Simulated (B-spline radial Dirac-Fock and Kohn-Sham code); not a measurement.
**5d5/2 photoionisation of Ir⁴⁺ near threshold**

System: iridium as Ir⁴⁺, configuration [Xe] 4f14 5d4 6p1 (not the ground configuration). The computed 5d5/2 threshold is 60.04 eV; without correlation, outer thresholds are uncertain by 1 to 2 eV. With an open shell the threshold is an average over the terms of the final ion.

The computed values come from a B-spline atomic structure program: Dirac-Hartree-Slater photoionisation with all multipoles and Dirac-Fock thresholds. Interchannel coupling and autoionising resonances are not included, so magnitudes near threshold are approximate.

```csv
kinetic energy (eV),σ (Mb),β
1.5,2.96,0.69
1.9,2.89,0.72
2.3,2.81,0.76
2.9,2.70,0.80
3.7,2.58,0.85
4.6,2.44,0.90
5.7,2.27,0.96
7.2,2.08,1.03
9.0,1.87,1.11
11.2,1.65,1.19
14.0,1.41,1.29
17.5,1.15,1.39
21.9,0.906,1.51
27.4,0.689,1.64
34.2,0.498,1.77
42.8,0.338,1.89
53.5,0.214,1.98
66.9,0.126,1.95
83.7,0.0710,1.64
104.7,0.0421,0.83
130.9,0.0307,-0.18
163.6,0.0286,-0.60
204.6,0.0301,-0.43
255.8,0.0317,-0.05
319.9,0.0319,0.30
400.0,0.0299,0.60
```

The cross section has a minimum of 0.029 Mb near 164 eV kinetic energy, a Cooper minimum, where a dipole matrix element changes sign; it needs a radial node in the bound orbital. It is largest at the lowest energy, 2.96 Mb. β ranges from -0.60 (at 163.6 eV) to 1.98.
